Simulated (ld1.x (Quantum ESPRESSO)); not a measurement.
## gadolinium (Gd): excitation energies, all-electron against TM semilocal

| Quantity | Value |
| --- | --- |
| Element | Gd |
| Generator | ld1.x (Quantum ESPRESSO) 7.5 |
| Type | norm-conserving Troullier–Martins (semilocal form) |
| Functional | LDA (PZ) |
| Relativity | scalar-relativistic |
| Frozen core | [Xe] |
| Valence charge | 10 |
| Reference configuration | 4f7 5d1 6s1 6p0 (charge +1) |
| Partial waves | 6p (bound, empty): rc 3.40 bohr; 5d (bound): rc 2.55 bohr; 4f (bound): rc 1.10 bohr; 6s (bound): rc 3.00 bohr |
| Local potential | the s channel |
| Core correction | a·sin(br)/r model core, default radius (core density twice the valence density) |

Energies are relative to the spin-unpolarised reference configuration 4f7 5d1 6s1 6p0; without spin polarisation the order of configurations can differ from experiment. Spin-polarised rows fill each open shell by Hund’s rule, majority spin first.

(1) Give the all-electron excitation energy and the error of the potential for: 4f7 5d1 6s2 6p0; 4f7 5d1 6s0 6p0; 4f7 5d0 6s0 6p0; 4f8 5d1 6s0 6p0; 4f8 5d0 6s1 6p0; 4f6 5d2 6s2 6p0; 4f6 5d1 6s2 6p0; 4f7 5d1 6s1 6p0 (spin-polarised); 4f7 5d1 6s2 6p0 (spin-polarised).

Levels in the configuration 4f6 5d2 6s2 6p0:

```tsv
level	all-electron (eV)	pseudo (eV)
4f	-15.494	-17.647
5d	-3.735	-4.023
6s	-4.572	-4.478
```

Answers

(1)

| valence configuration | charge | ΔE all-electron (eV) | error AE − PS (meV) |
| --- | --- | --- | --- |
| 4f7 5d1 6s2 6p0 | 0 | -6.856 | +0.1 |
| 4f7 5d1 6s0 6p0 | +2 | 12.377 | -18 |
| 4f7 5d0 6s0 6p0 | +3 | 32.423 | -240 |
| 4f8 5d1 6s0 6p0 | +1 | -2.588 | -904 |
| 4f8 5d0 6s1 6p0 | +1 | -4.368 | -627 |
| 4f6 5d2 6s2 6p0 | 0 | 2.112 | -881 |
| 4f6 5d1 6s2 6p0 | +1 | 9.621 | -1284 |
| 4f7 5d1 6s1 6p0 (spin-polarised) | +1 | -9.697 | +16747 |
| 4f7 5d1 6s2 6p0 (spin-polarised) | 0 | -15.982 | +16757 |

These tests converged, but a pseudo level misses the all-electron one widely, so the file describes the atom poorly there or has found another state: 4f6 5d2 6s2 6p0: 4f by 2.2 eV; 4f6 5d1 6s2 6p0: 4f by 2.8 eV.
